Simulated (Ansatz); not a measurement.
Molecule: C2H9ClSi2, net charge 0, singlet state. SMILES: [SiH](C)(C)[SiH2]Cl
Geometry from a B3LYP-D3(BJ)/def2-TZVP (Ansatz, a quantum-chemistry and plane-wave program) optimisation:
```
Si
H 1 1.4887
C 1 1.8786 2 109.90
H 3 1.0913 1 111.36 2 56.20
H 3 1.0916 4 108.01 1 -121.43
H 3 1.0922 4 108.05 5 -116.75
C 1 1.8786 2 109.90 3 -122.89
H 7 1.0913 1 111.36 2 -56.20
H 7 1.0916 8 108.01 1 121.43
H 7 1.0922 8 108.05 9 116.75
Si 1 2.3440 2 107.92 3 118.55
H 11 1.4822 1 113.76 2 -62.28
H 11 1.4822 12 108.23 1 -127.49
Cl 11 2.0905 12 106.86 13 -114.76
```
Charge 0, spin multiplicity 1.

Property: vertical triplet-singlet gap (E(triplet) - E(singlet); each state is the SCF solution reached for its spin), in eV. Correlated levels leave the core frozen unless marked. UHF or UKS for open shells. Spin-orbit coupling is left out. No relativistic terms. 

```
level                    program  vertical triplet-singlet gap (eV)
-----------------------  -------  ---------------------------------
HF/aug-cc-pV(D+d)Z        Ansatz                               5.70
HF/aug-cc-pV(T+d)Z        Ansatz                               5.60
HF/aug-cc-pV(Q+d)Z        Ansatz                               5.59
B3LYP/def2-TZVPD          Ansatz                               5.27
CAM-B3LYP/def2-TZVPD      Ansatz                               5.50
wB97X-V/def2-TZVPD        Ansatz                               5.66
MP2/aug-cc-pV(D+d)Z       Ansatz                               5.71
RI-MP2/aug-cc-pV(Q+d)Z    Ansatz                               5.70
CCSD(T)/aug-cc-pV(D+d)Z   Ansatz                               5.58
```
